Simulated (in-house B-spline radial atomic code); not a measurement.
# Ionising Ba IX (Ba8+) with different functionals

Computed with a B-spline radial code for spherical atoms: four-component Dirac-Coulomb Hamiltonian, Fermi nucleus of rms radius 4.8378 fm, spin-restricted, spherical fractional occupations for the functionals, and exact exchange of hybrids averaged over the configuration. The ionisation energy is the difference of two self-consistent energies, [Kr] 4d10 5s2 → [Kr] 4d10 5s1, without Breit or QED terms; ε is the level of the shell that loses the electron (mean over j).

| method | rung | ΔSCF (eV) | -ε(5s) (eV) |
| --- | --- | --- | --- |
| PBE0 | global hybrid | 131.39 | 125.82 |
| B3LYP | global hybrid | ? | ? |
| B97-1 | global hybrid | ? | ? |
| LC-wPBE | range-separated hybrid | 131.69 | 129.11 |

Question: What does B97-1 give?

Answer: ΔSCF 131.45 eV, and -ε(5s) = 125.56 eV.

Question: What does B3LYP give?

Answer: ΔSCF 131.95 eV, and -ε(5s) = 125.91 eV.

Question: Among the functionals, which spreads more, the ΔSCF values or the orbital energies?

Answer: The orbital energies: ΔSCF values span about 0.55 eV and the orbital energies 3.55 eV; here energy differences depend much less on the functional than eigenvalues do.

Question: How do they compare with the NIST value?

Answer: NIST lists 130.5 eV ± 0.6 (semi-empirical, ground level to ground level). Errors run from +0.89 to +1.45 eV. The correlated functionals all miss on the same side by more than they spread, so the cause is common to them (Breit-QED terms, spin polarisation, or a listed next ion that isn't the cheapest removal here) and closeness doesn't rank the functionals.
